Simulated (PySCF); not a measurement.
**I: electron affinity**

I- [Xe] (1S) → I [Kr] 4d10 5s2 5p5 (2P), as a difference of total energies. Computed with PySCF 2.14 in aug-cc-pwCVDZ-PP with ECP28MDF (6s5p4d1f, 48 functions), with scalar relativity through the core potential. Correlated levels: valence: 4s2 4p6 4d10 frozen. The calculations carry no spin-orbit coupling.

```tsv
method	electron affinity (eV)	difference from reference (eV)
UHF	2.388	-0.671
MP2 (valence)	3.138	+0.079
SCS-MP2 (valence)	3.074	+0.015
CCSD (valence)	3.048	-0.011
CCSD(T) (valence)	3.086	+0.027
```

Reference: 3.059 eV (measured; photodetachment measurements, as compiled on the Wikipedia data page of electron affinities).

The reference lies between the lowest fine-structure levels, while these numbers refer to the centres of the terms.

Errors of the correlated levels include the incompleteness of this basis and the frozen core.
